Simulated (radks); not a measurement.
All-electron atom: Ag3+ in [Kr] 4d6 4f2 (not the ground configuration). Method: Dirac Kohn-Sham, RPBE, spin-unpolarised, spherical densities, finite nucleus; open shells are shared between the two j in proportion to 2j + 1; Fermi nuclear charge, rms radius 4.5454 fm; computed with a radial shooting solver on a logarithmic mesh with Libxc functionals. Some entries of the table are withheld. Estimate them.

orbital      occ.  eigenvalue (eV)  <r> (bohr)  r(max) (bohr)
1s1/2           2        -25374.09     0.03111        0.02015
2s1/2           2        -3785.260      0.1345         0.1141
2p1/2           2        -3521.331      0.1141        0.08820
2p3/2           4        -3346.031      0.1192        0.09245
3s1/2           2        -740.8625      0.3680         0.3327
3p1/2           2        -635.9602      0.3597         0.3191
3p3/2           4        -604.9700      0.3706         0.3290
3d3/2           4        -419.5952      0.3432         0.2720
3d5/2           6        -413.3470      0.3467         0.2749
4s1/2           2        -149.2699      0.8962         0.8180
4p1/2           2        -115.5724      0.9508         0.8519
4p3/2           4        -110.1640      0.9775         0.8753
4d3/2         2.4              (1)         (2)         0.9803
4d5/2         3.6              (3)         (4)         0.9888
5s1/2           0         -37.8821       2.185          1.981
5p1/2           0         -29.6219         (5)          2.231
5p3/2           0         -28.8292         (6)          2.292
5d3/2           0         -17.8525         (7)          3.122
5d5/2           0         -17.7601         (8)          3.142
4f5/2    0.857143         -13.7316       3.058          2.618
4f7/2     1.14286         -13.7227       3.063          2.624
5f5/2           0          -7.9946       6.098          6.445
5f7/2           0          -7.9888       6.104          6.450

Answer. 
(1) 4d3/2 eigenvalue (eV): -57.4330
(2) 4d3/2 <r> (bohr): 1.167
(3) 4d5/2 eigenvalue (eV): -56.6746
(4) 4d5/2 <r> (bohr): 1.177
(5) 5p1/2 <r> (bohr): 2.486
(6) 5p3/2 <r> (bohr): 2.547
(7) 5d3/2 <r> (bohr): 3.420
(8) 5d5/2 <r> (bohr): 3.439
